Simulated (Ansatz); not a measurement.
| atom | x (Å) | y (Å) | z (Å) |
| --- | --- | --- | --- |
| Si | 0.0000 | 0.0000 | 0.0000 |
| Si | 0.0000 | 0.0000 | 3.6000 |

Basis set: def2-SVP (spherical functions). Charge 0, multiplicity 3.

Computed with Ansatz (development build ahead of 0.2.0); each method stands on the lowest determinant of its kind that the runs found.

The atomization energy at this shape (free ground-state atoms in the same class of orbitals less the molecule, no zero-point energy) of triplet Si₂:

```
             method  atomization energy
PBE0 (unrestricted)             0.37 eV
```

(1) What does UHF give?

Results:

(1) -0.13 eV. Caution: the shape is not the minimum. Caution for PBE0 (unrestricted): the unrestricted determinant is spin contaminated. Caution for UHF: the unrestricted determinant is a mixture of spin states.
